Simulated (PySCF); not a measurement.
Electron correlation in Be (beryllium, neutral)

[He] 2s1 3d1, high-spin 3D determinant (an excited configuration). Computed with PySCF 2.14 in aug-cc-pCVTZ-DK with one added diffuse shell each of s, p, d, f type (8s7p5d3f, 75 functions), with scalar relativity by spin-free X2C-1e. Frozen: nothing; 4 electrons correlated.

```json
{"level": "CCSD", "correlation energy (mhartree)": "-47.06"}
{"level": "(T)", "correlation energy (mhartree)": "-0.07"}
{"level": "CCSD(T)", "correlation energy (mhartree)": "-47.13"}
```

Diagnostics: T1 = 0.013, D1 = 0.0373, largest double amplitude 0.056.

The outer electron is Rydberg-like, and this basis confines it to a smaller radius and binds it less than a complete one would.

Cost of the coupled-cluster step: of the order of 19 core-seconds, for 4 correlated electrons.

Iterations:

```
CC2 = 0
CCSD nocc = (np.int64(3), np.int64(1)), nmo = (75, 75)
frozen orbitals [[], []]
max_cycle = 100
direct = 0
conv_tol = 1e-08
conv_tol_normt = 1e-06
diis_space = 8
diis_start_cycle = 0
Init t2, MP2 energy = -0.0414217563720677
Init E_corr(UCCSD) = -0.0414217563747124
cycle = 1  E_corr(UCCSD) = -0.0453272777724103  dE = -0.0039055214  norm(t1,t2) = 0.028436
cycle = 2  E_corr(UCCSD) = -0.0461232382010287  dE = -0.000795960429  norm(t1,t2) = 0.0187939
cycle = 3  E_corr(UCCSD) = -0.0471028808056854  dE = -0.000979642605  norm(t1,t2) = 0.0129943
cycle = 4  E_corr(UCCSD) = -0.0470044207675594  dE = 9.84600381e-05  norm(t1,t2) = 0.00279306
cycle = 5  E_corr(UCCSD) = -0.0470936917221076  dE = -8.92709545e-05  norm(t1,t2) = 0.00125742
cycle = 6  E_corr(UCCSD) = -0.0470591090761403  dE = 3.4582646e-05  norm(t1,t2) = 0.000273887
cycle = 7  E_corr(UCCSD) = -0.0470648936641187  dE = -5.78458798e-06  norm(t1,t2) = 8.08652e-05
cycle = 8  E_corr(UCCSD) = -0.0470637982225775  dE = 1.09544154e-06  norm(t1,t2) = 3.544e-05
cycle = 9  E_corr(UCCSD) = -0.0470634208142455  dE = 3.77408332e-07  norm(t1,t2) = 5.50434e-05
cycle = 10  E_corr(UCCSD) = -0.0470638027346583  dE = -3.81920413e-07  norm(t1,t2) = 1.19811e-05
cycle = 11  E_corr(UCCSD) = -0.047063869290783  dE = -6.65561246e-08  norm(t1,t2) = 2.26995e-06
cycle = 12  E_corr(UCCSD) = -0.0470638599791145  dE = 9.31166851e-09  norm(t1,t2) = 5.43046e-06
cycle = 13  E_corr(UCCSD) = -0.0470638848881288  dE = -2.49090143e-08  norm(t1,t2) = 4.38061e-07
cycle = 14  E_corr(UCCSD) = -0.047063882739133  dE = 2.14899573e-09  norm(t1,t2) = 1.17964e-07
UCCSD converged
E(UCCSD) = -14.37799171844408  E_corr = -0.04706388273913304
UCCSD(T) correction = -6.72713115694395e-05
```
